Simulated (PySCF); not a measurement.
Delta-SCF ions had no search for a lower state. 

Species: H$_{3}$FSi, SMILES `F[SiH3]` (charge 0, multiplicity 1).

Question: What LUMO, vertical ionisation energy (Delta-SCF) and HOMO does TPSSh-D3(BJ)/def2-TZVP // PBE0-D3(BJ)/def2-TZVP run with PySCF give?

Answer: 
```json
{
  "LUMO": "-0.43 eV",
  "vertical ionisation energy (Delta-SCF)": "12.36 eV",
  "HOMO": "-9.13 eV"
}
```
